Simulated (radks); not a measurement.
Excited configurations of Sm+: one electron is placed in a higher orbital outside [Xe] 4f6. The ground configuration is [Xe] 4f6 6s1. All-electron calculation, scalar-relativistic Kohn-Sham, r2SCAN, spin-polarised, spherical densities, finite nucleus; open shells are filled with parallel spins first (spin-orbit coupling, left out, can overturn this in heavy ions); meta-GGA in the generalised Kohn-Sham scheme; Fermi nuclear charge, rms radius 5.0819 fm. Program: a radial shooting solver on a logarithmic mesh with Libxc functionals. Excitation = E - E(ground); binding = E(ion) - E, where the ion is the core of charge +2; n* = 2/sqrt(2 binding) in atomic units, and the quantum defect is n - n*.

outer orbital	excitation (eV)	binding (eV)	n*	eigenvalue (eV)
5d	1.393	9.733	2.365	-6.212
6p	3.198	7.928	2.620	-6.204
6d	6.514	4.612	3.435	-3.470
7s	5.826	5.300	3.204	-4.264
7p	6.926	4.200	3.600	-3.355
7d	8.322	2.804	4.405	-2.195
7f	9.517	1.609	5.816	-1.265

The Delta-SCF ionisation energy is 11.126 eV (NIST Atomic Spectra Database: 11.08 eV, semi-empirical). Self-interaction in the functional shifts the binding energies and quantum defects, so they are the method's values and not measured ones. Open shells are spherical and high-spin; term and fine-structure splittings are not resolved. Spin-orbit splitting is averaged out at the scalar-relativistic level.
